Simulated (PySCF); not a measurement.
A calculated (M06-L, PySCF 2.14, x2c-SVPall, scalar relativity by spin-free X2C-1e) atom or ion has these occupied shells.

```
shell  electrons  orbital energy (eV)  rms radius, mean of both spins (bohr)
 1s α          1              -8867.7                                 0.0602
 1s β          1              -8867.7                                 0.0602
 2s β          1              -1075.3                                  0.254
 2s α          1              -1075.3                                  0.254
 2p β          3              -925.58                                  0.228
 2p α          3              -925.57                                  0.228
 3s β          1              -119.89                                  0.765
 3s α          1              -119.88                                  0.765
 3p β          3              -75.129                                  0.818
 3p α          3              -75.127                                  0.818
 3d α          5               -5.126                                   1.23
 3d β          5               -5.010                                   1.23
 4s α          1               -4.780                                   3.08
```

Task: Name the element and its charge.

Result: Cu (copper, neutral), in [Ar] 3d10 4s1, 2S determinant.
